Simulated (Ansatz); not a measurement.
Reaction (cleavage of the Si–Si bond): `FCN[SiH2][SiH3]` + `CN(C)N` → `CN(C)N[SiH3]` + `FCN[SiH3]`

Computed with Ansatz on PBE0-D4/def2-TZVP structures; ΔE is electronic, products minus reactants. CCSD(T)/CBS is the MP2 limit (def2-TZVPP, def2-QZVPP) plus CCSD(T) − MP2 in def2-TZVPP, frozen cores. This one scheme is used for every species. One conformer a species, not always the lowest.

| species | HF/def2-TZVPP energy (Eh) |
| --- | --- |
| `FCN[SiH2][SiH3]` | -774.39717 |
| `CN(C)N` | -189.31512 |
| `CN(C)N[SiH3]` | -479.43640 |
| `FCN[SiH3]` | -484.29307 |

Work out ΔE.

ΔE = (-479.43640) + (-484.29307) − (-774.39717) − (-189.31512) = -0.01718 Eh = -45.1 kJ/mol. CCSD(T)/CBS gives -32.9 kJ/mol.

Largest T1 diagnostic among the species: 0.012.

From PBE to PBE0 (25 % exact exchange), in def2-TZVPP and without D4, ΔE moves by −6.3 kJ/mol. In def2-TZVPP, CCSD(T) changes the Hartree–Fock value by +13.4 kJ/mol (the triples alone add +1.9 kJ/mol) and MP2 by +5.0 kJ/mol.
